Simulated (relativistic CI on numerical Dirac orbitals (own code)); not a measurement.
Co+ (3d8) in a crystal field

Calculated by Dirac-Coulomb-Breit CI, KLI orbitals optimised for each configuration, a model potential for QED, one configuration in a parametric crystal field, unscaled Slater integrals (own radial code). With so little scaling, terms lie 10 to 35 % too far apart, which can change the order of excited levels.

Field parameters in Wybourne normalisation: D3d B²₀ = −7Dσ, B⁴₀ = −14Dq − 21Dτ, B⁴₃ = −14√(10/7) Dq. The field is a parameter set, without covalency.

S is read from ⟨S²⟩ = S(S + 1).

Powder χT (cm³ K mol⁻¹) by Van Vleck's formula, with temperature-independent terms:

```csv
Field,2 K,5 K,10 K,20 K,50 K,100 K,200 K,300 K
"D3d, 10Dq = 8850, Dσ = -1200, Dτ = 90 cm⁻¹",0.36,0.809,1.08,1.17,1.2,1.22,1.24,1.26
"D3d, 10Dq = 8850, Dσ = -980, Dτ = 90 cm⁻¹",0.432,0.901,1.12,1.18,1.21,1.22,1.24,1.26
"D3d, 10Dq = 8850, Dσ = -760, Dτ = 90 cm⁻¹",0.543,0.998,1.15,1.19,1.21,1.22,1.24,1.26
"D3d, 10Dq = 8850, Dσ = -550, Dτ = 90 cm⁻¹",0.709,1.09,1.17,1.2,1.21,1.22,1.24,1.26
"D3d, 10Dq = 8850, Dσ = -330, Dτ = 90 cm⁻¹",0.952,1.16,1.19,1.2,1.21,1.22,1.24,1.26
"D3d, 10Dq = 8850, Dσ = -110, Dτ = 90 cm⁻¹",1.16,1.19,1.2,1.2,1.21,1.22,1.24,1.27
"D3d, 10Dq = 8850, Dσ = 110, Dτ = 90 cm⁻¹",1.18,1.2,1.2,1.2,1.21,1.22,1.24,1.27
"D3d, 10Dq = 8850, Dσ = 330, Dτ = 90 cm⁻¹",1.07,1.17,1.19,1.2,1.21,1.22,1.24,1.27
```

Problem. For D3d, 10Dq = 8850, Dσ = -980, Dτ = 90 cm⁻¹: what effective moment follows at 300 K?

Solution. μ_eff = √(8χT) = 3.18 μB. The ground level has S = 1.00; the spin-only moment for S = 1 is 2.83 μB. The difference comes from the orbital moment, spin-orbit mixing of terms and temperature-independent paramagnetism, all larger in this ionic model than in covalent complexes.
